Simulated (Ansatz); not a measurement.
Program: Ansatz. Geometries: PBE0-D4/def2-TZVP. ΔE: electronic, gas phase. CCSD(T)/CBS is the MP2 limit (def2-TZVPP, def2-QZVPP) plus CCSD(T) − MP2 in def2-TZVPP, frozen cores. This one scheme is used for every species, atoms too. Functionals use def2-TZVPP. Open shells (•) are unrestricted, without spin–orbit coupling. Spin–orbit coupling would lower the free atoms: a little for C, O, Si. Each species was taken in one conformer, which may not be the lowest.

Consider the atomization: `CO[SiH2][NH]`• → C• + 6 H• + N• + O• + Si•.

`CO[SiH2][NH]`•:

Z-matrix (Å, degrees):
```
C
O 1 1.408
H 1 1.096 2 111.3
H 1 1.091 2 108.4 3 119.1
H 1 1.097 2 111.7 3 -121.4
Si 2 1.640 1 124.0 3 78.1
N 6 1.736 2 118.8 1 -73.6
H 6 1.481 2 105.8 1 167.3
H 6 1.491 2 109.5 1 46.0
H 7 1.020 6 118.3 2 2.2
```

Question: What is ΔE at CCSD(T)/CBS? (Estimate.)

Answer: Ansatz gave: +3450.6 kJ/mol.

Question: What do these levels give: r2SCAN-D4, r2SCANh-D4, r2SCAN0-D4, ωB97M-V, PBE, r2SCAN, PBE0, r2SCANh, r2SCAN0, MP2/def2-SVP, CCSD(T)/def2-SVP, SCS-MP2/def2-QZVPP? (Best estimate.)

Answer: Computed: r2SCAN-D4 3455.9, r2SCANh-D4 3432.2, r2SCAN0-D4 3398.7, ωB97M-V 3463.1, PBE 3483.5, r2SCAN 3451.9, PBE0 3420.2, r2SCANh 3428.0, r2SCAN0 3394.0, MP2/def2-SVP 3207.9, CCSD(T)/def2-SVP 3194.0, SCS-MP2/def2-QZVPP 3461.8 kJ/mol.

Largest T1 diagnostic among the species: 0.013.

At CCSD(T), def2-SVP lies −256.6 kJ/mol from the extrapolated value and def2-TZVPP −102.0 kJ/mol: correlation converges slowly with the basis, and small sets miss more of it in the bonded molecule than in its fragments. From r2SCAN to r2SCAN0 (25 % exact exchange), in def2-TZVPP and without D4, ΔE moves by −57.8 kJ/mol: exact exchange takes away binding that semilocal exchange gives to molecules. The D4 term adds +26.2 kJ/mol with B3LYP and +13.7 kJ/mol with PBE0; it sums over pairs of atoms, weighted by their polarisabilities, and B3LYP, whose exchange is more repulsive, gets the larger term.

B3LYP here is the variant with VWN-RPA as its local correlation; programs differ in this.

For atomizations the MP2-based limit and the directly extrapolated one differ by several kJ/mol either way, and by 10 to 25 for some Ge, Se and Sn compounds, so smaller differences from it don't rank the levels.
